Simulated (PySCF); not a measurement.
Ni(CO) (CNiO), SMILES [O+]#[C-]->[Ni], multiplicity 1. The structure is a stationary point at PBE0-D3(BJ)/def2-TZVP. The spin state was assumed, not searched.

Task: Give the equilibrium geometry at PBE0-D3(BJ)/def2-TZVP (PySCF confirms it by a frequency run) as bond lengths and angles, and its point group. (Estimate from the structure and the level; the computed values follow.)

Result: point group C∞v.
Atoms: Ni1 O2 C3. Bonds (Å): Ni1–C3 1.667, O2–C3 1.146. Angles (°): Ni1–C3–O2 180.0.
Charge 0, spin multiplicity 1.
